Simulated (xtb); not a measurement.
C4H9FSi, SMILES C[SiH](/C=C\F)C. All values are semi-empirical tight-binding results from xtb (GFN2-xTB unless named), good for trends rather than for accurate numbers. Coordinates come from a GFN2-xTB optimisation. The structure was generated by enumeration; whether it is a known compound was not checked. One conformer was computed; it need not be the lowest.

```yaml
point_group_as_xtb_finds_it: Cs
orbital_gap: 4.44 eV
dipole_moment: 1.23 D
zero_point_energy: 72.4 kcal/mol
G − E(el) at 298.15 K (modified RRHO): 51.2 kcal/mol
static polarisability (D4 model): 78.5 bohr³
solvation energy, GFN2-xTB/ALPB(water): -1.4 kcal/mol
solvation energy, GFN2-xTB/ALPB(acetone): -5.5 kcal/mol
```
